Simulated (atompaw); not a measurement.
La: PAW (atompaw) pseudisation with PBE, scalar-relativistic reference atom.

```json
{
  "Element": "lanthanum (La)",
  "Generator": "atompaw 4.2.0.5",
  "Type": "PAW",
  "Functional": "PBE",
  "Relativity": "scalar-relativistic",
  "Frozen core": "[Kr]",
  "Valence charge": "21",
  "Reference configuration": "4d10 4f0 5s2 5p6 5d2 6s1 6p0",
  "Partial waves": "5s (bound): rc 2.90 bohr; 6s (bound): rc 2.95 bohr; 5p (bound): rc 2.75 bohr; 6p (bound, empty): rc 2.55 bohr; 4d (bound): rc 1.25 bohr; 5d (bound): rc 1.30 bohr; 4f (bound, empty): rc 1.30 bohr; 4f channel at 4.25 Ry: rc 1.30 bohr",
  "Local potential": "bessel scheme, radius 2.00 bohr",
  "Core correction": "smooth core density matched at 1.60 bohr",
  "Augmentation charge": "besselshape compensation charge, radius 2.30 bohr; PAW radius 2.95 bohr; waves and projectors: custom rrkj gramschmidtortho"
}
```

- Cutoffs needed: 110 Ry and 180 Ry (the cutoffs (Ry, on a coarse ladder) from which the occupation-weighted sum of valence levels, in a spherical-Bessel basis at the reference potential, stays within 10 and 1 mRy of its value at 400 Ry)
- Ghost test: no extra level below or beside the all-electron valence levels (s, p, d, f tested) (spherical-Bessel basis up to 400 Ry, 20 bohr box)
- Lowest eigenvalue of the overlap operator: 0.07 (s channel)
- Overlap eigenvalues printed by atompaw (projector basis): 0.109, 0.363, 0.419, 0.501, 2.34, 4.44, 7.76, 91.7
- Share of each valence orbital outside the PAW sphere: 5s 1 %, 6s 87 %, 5p 5 %, 6p 96 %, 4d 0 %, 5d 48 %, 4f 3 %
